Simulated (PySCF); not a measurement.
**Static response to an electric field**

Compound: C3H2N3P.
SMILES with atom numbers: `[N:1]#[C:2][c:3]1[nH:4][n:5][cH:6][p:7]1` (hydrogens: H8 on N4; H9 on C6)

Geometry (GFN2-xTB, Å), atoms numbered from 1 in this order:
```
atom  x, y, z in Å
N1     2.3179    2.0674   -0.8259
C2     1.4444    1.3576   -0.5982
C3     0.3764    0.4982   -0.3317
N4     0.4125   -0.3568    0.7256
N5    -0.6355   -1.1241    0.8943
C6    -1.5284   -0.8922   -0.0302
P7    -1.1156    0.3406   -1.2198
H8     1.1863   -0.4304    1.3729
H9    -2.4445   -1.4544   -0.0121
```

Level: wB97X-D/def2-SVPD (PySCF), static field, nuclei fixed, core orbitals frozen in the response. The polarisability tensor in these axes (au):

```
x    90.88  22.27   4.81
y    22.27  71.16 -13.15
z     4.81 -13.15  66.40
```

Problem. Give the principal values, the mean and the anisotropy Δα = √{½[(α1 − α2)² + (α2 − α3)² + (α1 − α3)²]}.

Solution. Principal values 46.98, 75.79 and 105.66 au; mean 76.14 au = 11.28 Å³ = 12.55 × 10⁻⁴⁰ C²·m²/J; Δα = 50.82 au (67 % of the mean).

Problem. What is the dipole moment, and where does it point?

Solution. (-1.41, -1.97, 1.36) D, 2.78 D in size, pointing from the negative to the positive side. Measured along this direction, the outermost atoms are N1 at the negative end and H9 at the positive end.

Problem. Refractivity n − 1 of an ideal gas of it at 273.15 K and 1 atm, from the electronic α?

Solution. N = p/kT = 2.6868 × 10¹⁹ cm⁻³, so n − 1 = 2π × N × 11.28 × 10⁻²⁴ cm³ = 1905 × 10⁻⁶ at long wavelengths, for an ideal gas.

Problem. What molar refraction does this α imply?

Solution. Lorentz–Lorenz: R = (4π/3)N_A α = 2.5225 cm³/(mol·Å³) × 11.28 Å³ = 28.5 cm³/mol, in the limit of long wavelengths.

Problem. Orientational against electronic polarisability at 298 K (dilute gas, rigid molecules)?

Solution. In Gaussian units μ²/3kT = 62.43 Å³ against 11.28 Å³, a ratio of 5.53; the Debye molar polarisation (4π/3)N_A(α + μ²/3kT) is 185.9 cm³/mol, leaving out the vibrational part.

Geometry: GFN2-xTB; no solvent, vibrations or thermal averaging.
